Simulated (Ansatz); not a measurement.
Stepwise reaction of `[CH3][GeH3]` with hydrogen fluoride, as a gas-phase model of exchange steps in deposition or etching. ΔE in kJ/mol; ΔG adds harmonic PBE0-D4 terms to CCSD(T)/CBS, at 1 bar.

Program: Ansatz. Geometries: PBE0-D4/def2-TZVP. ΔE: electronic, gas phase. CCSD(T)/CBS is the MP2 limit (def2-TZVPP, def2-QZVPP) plus CCSD(T) − MP2 in def2-TZVPP, frozen cores. This one scheme is used for every species. DFT in def2-TZVPP. B3LYP here is the variant with VWN-RPA as its local correlation; programs differ in this. For Ge outer-core shells are correlated without core-valence functions, which leaves a few kJ/mol of doubt a bond. Scalar relativity is left out up to krypton.

```json
{"step": "1", "reaction": "`[CH3][GeH3]` + H–F → `[CH3][GeH2][F]` + H₂", "PBE-D4": "-43.5", "B3LYP-D4": "-48.8", "ωB97M-V": "-47.3", "CCSD(T)/CBS": "-41.0", "ΔG(400 K)": "-46.6"}
{"step": "2", "reaction": "`[CH3][GeH2][F]` + H–F → `[CH3][GeH]([F])[F]` + H₂", "PBE-D4": "-58.9", "B3LYP-D4": "-62.7", "ωB97M-V": "-62.1", "CCSD(T)/CBS": "-56.4", "ΔG(400 K)": "-58.2"}
```

Task: Give the row of step 3, `[CH3][GeH]([F])[F]` + H–F → `[CH3][Ge]([F])([F])[F]` + H₂. (An estimate is asked.)

Result: Computed: 
| step | reaction | PBE-D4 | B3LYP-D4 | ωB97M-V | CCSD(T)/CBS | ΔG(400 K) |
| --- | --- | --- | --- | --- | --- | --- |
| 3 | `[CH3][GeH]([F])[F]` + H–F → `[CH3][Ge]([F])([F])[F]` + H₂ | -53.5 | -57.0 | -57.3 | -51.9 | -49.7 |

Task: By hand: ΔE of the 3 steps together at CCSD(T)/CBS.

Result: (-41.0) + (-56.4) + (-51.9) = -149.3 kJ/mol, or -49.8 kJ/mol a step.

In ΔE step 2 is the lowest and step 1 the highest. All are downhill at CCSD(T)/CBS. ΔG lies between -58.2 and -46.6 kJ/mol a step. PBE-D4 differs from CCSD(T)/CBS by -2.5 to -1.6 kJ/mol a step. Isolated molecules leave out the surface, adducts and barriers. Largest T1 diagnostic: 0.012.
